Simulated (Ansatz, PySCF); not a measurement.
Reaction R1 + R2 → P1, each structure at its B3LYP-D3(BJ)/def2-TZVP stationary point, reached from a drawn start (curvature not checked).
P1, CF3 (SMILES F[C](F)F) (charge 0, multiplicity 2):
```xyz
4

F     -0.57355    -0.61749     0.94189
C      0.26597    -0.12544     0.04829
F     -0.10287    -0.43703    -1.18148
F      0.41055     1.17996     0.19130
```
R1: F atom, charge 0, multiplicity 2.
R2, CF2 (SMILES F[C]F) (charge 0, multiplicity 1, Z-matrix in Å and degrees):
```
C
F 1 1.3036
F 1 1.3036 2 104.75
```

| level | reaction energy (eV) | minus CCSD(T)/CBS(cc-pVTZ, cc-pVQZ) | cost |
|---|---|---|---|
| HF/cc-pVDZ | -2.688 | 1.077 | - |
| HF/cc-pVTZ | -2.822 | 0.943 | - |
| HF/cc-pVQZ | -2.825 | 0.940 | - |
| SVWN5/def2-TZVPP | -5.053 | -1.288 | ×0.7 |
| BLYP/def2-TZVPP | -3.807 | -0.042 | ×1 |
| revPBE/def2-TZVPP | -3.845 | -0.080 | ×1 |
| M06-2X/def2-TZVPP | -3.885 | -0.120 | - |
| CAM-B3LYP/def2-TZVPP | -3.941 | -0.176 | ×1 |
| wB97X-V/def2-TZVPP | -3.838 | -0.073 | ×2 |
| wB97M-V/def2-TZVPP | -3.697 | 0.068 | ×3 |
| B2PLYP/def2-TZVPP | -3.800 | -0.035 | ×2 |
| MP2/cc-pVDZ | -3.736 | 0.029 | - |
| MP2/cc-pVTZ | -4.020 | -0.255 | - |
| SCS-MP2/cc-pVDZ | -3.512 | 0.253 | - |
| SCS-MP2/cc-pVTZ | -3.743 | 0.022 | - |
| SCS-MP2/cc-pVQZ | -3.802 | -0.037 | - |
| CCSD(T)/cc-pVDZ | -3.356 | 0.409 | ×2 |
| CCSD(T)/cc-pVTZ | -3.632 | 0.133 | ×20 |
| CCSD(T)/cc-pVQZ | -3.710 | 0.055 | ×500* |
| CCSD(T)/CBS(cc-pVTZ, cc-pVQZ) | -3.765 | 0.000 | ×500* |

 The comparison column counts from a level with limits of its own.

P less R. No zero-point or thermal terms; singlets are restricted closed shells; open shells are unrestricted; no spin–orbit coupling.

Frozen-core correlation throughout. CBS: X⁻³ extrapolation of the correlation energy, Hartree–Fock from the larger set.

Run with Ansatz (Gaussian basis) for Hartree–Fock, density functionals and correlated methods; PySCF for M06-2X. All values are computed, each at the level named.

Costs are rough ratios of core time to PBE/def2-TZVPP (about 4 s over the structures, on one shared machine); a dash marks a level with no comparable run of its own. A star marks coupled-cluster runs past 200 virtual orbitals, where the program's memory plan changes under this machine's limit, so their costs aren't comparable with smaller runs.

Ansatz is a first-principles code.
